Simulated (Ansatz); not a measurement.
A CCSD(T) single point on C6H14Cl2O2Zr (`CC(C)[O][Zr]([Cl])([Cl])[O]C(C)C`).

```yaml
crystal:
  periodic: [false, false, false]
  atoms:
    - {symbol: C, position_ang: [-0.928395, 2.202114, -2.946012]}
    - {symbol: C, position_ang: [-0.785625, 0.898886, -2.187500]}
    - {symbol: C, position_ang: [-2.053239, 0.505389, -1.457164]}
    - {symbol: O, position_ang: [0.273681, 1.012539, -1.267119]}
    - {symbol: Zr, position_ang: [1.551220, 1.157211, 0.113843]}
    - {symbol: Cl, position_ang: [1.432338, 3.340329, 1.030473]}
    - {symbol: Cl, position_ang: [3.695766, 0.670675, -0.771882]}
    - {symbol: O, position_ang: [1.156441, -0.095232, 1.470634]}
    - {symbol: C, position_ang: [0.739727, -1.141838, 2.314083]}
    - {symbol: C, position_ang: [-0.585698, -1.692368, 1.829289]}
    - {symbol: C, position_ang: [1.824289, -2.197573, 2.374274]}
    - {symbol: H, position_ang: [-1.183651, 3.013210, -2.259458]}
    - {symbol: H, position_ang: [0.004991, 2.456789, -3.450786]}
    - {symbol: H, position_ang: [-1.717001, 2.122412, -3.697606]}
    - {symbol: H, position_ang: [-0.513337, 0.101179, -2.890618]}
    - {symbol: H, position_ang: [-1.910646, -0.428627, -0.910577]}
    - {symbol: H, position_ang: [-2.337468, 1.285520, -0.745990]}
    - {symbol: H, position_ang: [-2.874661, 0.368391, -2.163844]}
    - {symbol: H, position_ang: [0.604132, -0.708804, 3.313435]}
    - {symbol: H, position_ang: [-1.338601, -0.903124, 1.785077]}
    - {symbol: H, position_ang: [-0.945295, -2.473282, 2.502878]}
    - {symbol: H, position_ang: [-0.473607, -2.124599, 0.831217]}
    - {symbol: H, position_ang: [1.978210, -2.640391, 1.386899]}
    - {symbol: H, position_ang: [2.767479, -1.761069, 2.706456]}
    - {symbol: H, position_ang: [1.545651, -2.991936, 3.070295]}
basis:
  gaussian: {orbitals: def2-TZVPP}
correlation: {method: ccsd_t}
output: {orbitals: {seedname: orbitals}}
```

```sh
$ ansatz run in.yaml --threads 11 --pin off --events-out ev --progress --plain --max-ram 120832MiB --backend cuda --devices 0, --max-vram 75GiB
```

Output of Ansatz, abridged:

```
Functional definition: HF
  name "HF"
  cite "Fock, Z. Phys. 61, 126 (1930) doi:10.1007/BF01340294"
  parent pbe
  exchange = exact_x
  correlation = 0
3497 factors; integrals over basis functions are off by at most 9.6e-4 eV
mean field evaluation 1: about -36755.1370 eV, gradient 6.7e1 eV
mean field evaluation 2: about -36755.6416 eV, gradient 6.7e1 eV
mean field evaluation 4: about -36765.7340 eV, gradient 9.0e0 eV
mean field evaluation 8: about -36765.9627 eV, gradient 6.1e-1 eV
mean field -36765.96357920 eV, -1351.1242406703 hartree, gradient 3.0e-6 eV, S^2 0.000000; 0 other end points of the search recorded, 0 dependent functions left out
18 core orbitals not correlated: weight in the atoms' cores, before any rotation towards them, 1.000 or more for the frozen orbitals, at most 0.000 for the correlated occupied ones
reference -36765.96357920 eV, -1351.1242406703 hartree; 38, 38 occupied and 528, 528 virtual orbitals, 3497 factors
second order -61.21089513 eV of doubles, -0.00000000 eV of singles
cycle   1  -61.66711119 eV  change   -4.6e-1 eV  update   2.1e-1
cycle   2  -63.04515610 eV  change    -1.4e0 eV  update   8.6e-2
cycle   3  -63.54041063 eV  change   -5.0e-1 eV  update   4.0e-2
cycle   4  -63.53941929 eV  change    9.9e-4 eV  update   1.2e-2
cycle   5  -63.52236782 eV  change    1.7e-2 eV  update   5.1e-3
cycle   6  -63.52384601 eV  change   -1.5e-3 eV  update   1.8e-3
cycle   7  -63.52370803 eV  change    1.4e-4 eV  update   6.7e-4
cycle   8  -63.52327588 eV  change    4.3e-4 eV  update   2.1e-4
cycle   9  -63.52335571 eV  change   -8.0e-5 eV  update   8.5e-5
cycle  10  -63.52341564 eV  change   -6.0e-5 eV  update   2.6e-5
perturbative correction -2.73699677 eV, -0.1005827762 hartree
Total energy: -36832.22399161 eV, -1353.5592659137 hartree
```

Run time 78 s (11 threads of an AMD EPYC 7R13 on a shared host and a whole NVIDIA H100 80 GB); peak host memory 1.4 GiB.

MP2 recovers 92.4 % of the CCSD(T) correlation energy and the triples give 4.1 %; T1 = 0.0145.
